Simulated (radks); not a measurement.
Results of a calculation; reference values are marked as such.
Species: the vanadium ion V4+. Configuration: [Ne] 3s1.75 3p6 3d1.25 (fractional occupations, a model configuration). Code: a radial shooting solver on a logarithmic mesh with Libxc functionals. Model: non-relativistic Kohn-Sham, LDA (Slater exchange, Perdew-Wang correlation), spin-polarised, spherical densities, point nucleus; open shells are filled with parallel spins first.

Normalised radial functions P(r) = r R(r), r in bohr:

r           3s up  3p down   3d up
0.003642   0.0826   0.0018  0.0000
0.004705   0.1041   0.0030  0.0000
0.006127   0.1311   0.0049  0.0000
0.007914   0.1622   0.0081  0.0000
0.01022    0.1982   0.0131  0.0001
0.01321    0.2378   0.0212  0.0002
0.01706    0.2787   0.0338  0.0004
0.02204    0.3162   0.0533  0.0009
0.02869    0.3431   0.0838  0.0019
0.03706    0.3462   0.1272  0.0039
0.04788    0.3120   0.1878  0.0077
0.06185    0.2253   0.2678  0.0152
0.07989    0.0759   0.3646  0.0290
0.1032    -0.1314   0.4671  0.0536
0.1344    -0.3722   0.5528  0.0974
0.1736    -0.5632   0.5754  0.1661
0.2242    -0.6176   0.4895  0.2690
0.2896    -0.4507   0.2576  0.4098
0.3741    -0.0453  -0.1157  0.5816
0.4833     0.4972  -0.5573  0.7598
0.6243     0.9694  -0.9313  0.9022
0.8129     1.1637  -1.0977  0.9591
1.05       1.0080  -0.9911  0.8951
1.356      0.6513  -0.6990  0.7219
1.752      0.3058  -0.3753  0.4872
2.263      0.0981  -0.1452  0.2613
2.924      0.0196  -0.0373  0.1040
3.807      0.0020  -0.0053  0.0268
4.918      0.0001  -0.0004  0.0043
6.353      0.0000  0.0000  0.0004

3s up: eigenvalue -122.94 eV, 2 radial nodes at r = 0.0884, 0.383 bohr, <r> = 0.929 bohr, 90 % of the charge inside 1.38 bohr. 3p down: eigenvalue -95.500 eV, 1 radial node at r = 0.348 bohr, <r> = 0.972 bohr, 90 % of the charge inside 1.48 bohr. 3d up: eigenvalue -56.769 eV, 0 radial nodes, <r> = 1.07 bohr, 90 % of the charge inside 1.73 bohr.
